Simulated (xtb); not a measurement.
FO2W, doublet, at a GFN2-xTB geometry (such geometries of metal compounds can be far from the true shape) (the multiplicity is a formal guess), atoms displaced at random by about 0.05 Å a coordinate. Base run: GFN2-xTB (xtb).

xtb was given this input:
```
$ xtb mol.xyz --gfn 2 --uhf 1 --opt --json

# file mol.xyz
4

W      0.10200875     0.00761143     0.12278941
O      1.53783455    -0.48917893    -0.67393100
O     -0.60357393    -0.82171744     1.33020197
F     -1.11669555     0.94409222    -1.05559783
```

Each row names what was changed in the base input (with any setting that the change needs).

| change | ΔE vs base (kJ/mol) | optimiser steps |
|---|---|---|
| base | 0.00 | 7 |
| opt level = extreme | 0.00 | 9 |
| alpb = ether | 19.24 | 7 |
| opt level = tight | 0.00 | 7 |
| opt level = crude | 0.18 | 4 |
| opt level = sloppy | 0.05 | 5 |
| opt level = loose | 0.00 | 6 |
| engine = inertial | 0.01 | - |
| opt level = vtight | 0.00 | 9 |
| opt level = lax | 0.00 | 6 |
